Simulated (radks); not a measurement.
Sr3+, configuration [Ar] 3d10 4s2 4p5. All-electron calculation, scalar-relativistic Kohn-Sham, r2SCAN, spin-polarised, spherical densities, finite nucleus; open shells are filled with parallel spins first (spin-orbit coupling, left out, can overturn this in heavy ions); meta-GGA in the generalised Kohn-Sham scheme; Fermi nuclear charge, rms radius 4.224 fm. Program: a radial shooting solver on a logarithmic mesh with Libxc functionals.

Normalised radial functions P(r) = r R(r), r in bohr:

```
   r/bohr * 4s up (the largest magnitude, 0.969, reaches the edge; | marks zero)
 0.005521                             |  *
 0.008171                             |   *
  0.01209                             |    *
   0.0179                             |    *
  0.02649                             |    *
   0.0392                             |  *
  0.05801                           * |
  0.08585                      *      |
   0.1271                    *        |
   0.1865                           * |
   0.2761                             |         *
   0.4086                             |             *
   0.6046                            *|
   0.8948       *                     |
    1.324  *                          |
     1.96              *              |
      2.9                          *  |
    4.293                             *
```

4s up: eigenvalue -70.896 eV, 3 radial nodes at r = 0.0499, 0.203, 0.592 bohr, <r> = 1.33 bohr, 90 % of the charge inside 1.94 bohr.
